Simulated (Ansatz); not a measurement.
`CN([SiH3])P` + `O[SiH3]` → `[SiH3]OP` + `CN[SiH3]` at 700 K and 1 bar (ligand exchange at a P–N bond).

Calculated with Ansatz (gas phase, PBE0-D4/def2-TZVP geometries, no zero-point term in ΔE). CCSD(T)/CBS is the MP2 limit (def2-TZVPP, def2-QZVPP) plus CCSD(T) − MP2 in def2-TZVPP, frozen cores. One conformer a species, not always the lowest.

| species | CCSD(T)/CBS energy (Eh) | H − E (kJ/mol) | S (J/(mol·K)) |
| --- | --- | --- | --- |
| `CN([SiH3])P` | -727.58290 | 310.9 | 469.9 |
| `O[SiH3]` | -366.69042 | 144.6 | 321.6 |
| `[SiH3]OP` | -708.22479 | 184.8 | 413.9 |
| `CN[SiH3]` | -386.04948 | 271.2 | 396.1 |

H − E and S are ideal-gas, rigid-rotor, harmonic terms from PBE0-D4/def2-TZVP, for one conformer and one mirror image of each species. 1 Eh = 2625.50 kJ/mol, R = 8.31446 J/(mol·K).

Question: By hand: ΔE, ΔH, ΔS and ΔG.

Answer: ΔE = (-708.22479) + (-386.04948) − (-727.58290) − (-366.69042) = -0.00095 Eh = -2.5 kJ/mol. Δ(H − E) = 184.8 + 271.2 − 310.9 − 144.6 = 0.5, so ΔH = -2.0 kJ/mol. ΔS = 413.9 + 396.1 − 469.9 − 321.6 = 18.5 J/(mol·K). ΔG = -2.0 − 700 × (18.5)/1000 = -14.9 kJ/mol.

Question: By hand: the equilibrium constant, and the temperature at which ΔG would vanish if ΔH and ΔS stayed fixed.

Answer: log₁₀ K = −ΔG/(RT ln 10) = 1.1. ΔH and −TΔS have one sign here, so there is no such temperature. One of them is within its doubt of zero, so this could turn.

TΔS isn't small against ΔH here. A doubt of 5 kJ/mol in ΔE shifts log₁₀ K by 0.4 here. Other conformers and mirror images would add mixing entropy, several J/(mol·K) or more a flexible species. Modes under 60 cm⁻¹, often nearly free rotors, make the harmonic entropy too high. These are equilibria of isolated gas molecules and say nothing of rates. Largest T1 diagnostic: 0.012 (customary marks: 0.02 for closed shells, 0.045 for open ones).
